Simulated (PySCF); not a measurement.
The same groups moved round the core (benzothiophene ethynyl+boryl). Isolated molecules, 0 K electronic values unless said otherwise. One relaxed conformer stands for each flexible species; it need not be the lowest. Strings in code marks are SMILES.

Level of theory: PBE0-D3(BJ)/def2-TZVP // PBE0-D3(BJ)/def2-SVP (PySCF). All candidates: neutral, multiplicity 1. Excitations are Tamm–Dancoff values on a coarser integration grid. The basis has no diffuse functions, so Rydberg states are missing or too high.

```json
{
  "T1 excitation (TDA)": "2.73 eV",
  "S1 excitation (TDA)": "3.61 eV",
  "HOMO": "-6.65 eV"
}
```

Question: Which member has these values?
A) `Bc1cc2ccc(C#C)cc2s1`
B) `Bc1cc2c(C#C)cccc2s1`
C) `Bc1cc(C#C)cc2ccsc12`
D) `Bc1c(C#C)sc2ccccc12`

Answer: C, `Bc1cc(C#C)cc2ccsc12`. The others give `Bc1cc2ccc(C#C)cc2s1`: 2.41 eV, 3.63 eV, -6.64 eV; `Bc1c(C#C)sc2ccccc12`: 2.48 eV, 3.81 eV, -6.66 eV; `Bc1cc2c(C#C)cccc2s1`: 2.41 eV, 3.54 eV, -6.55 eV
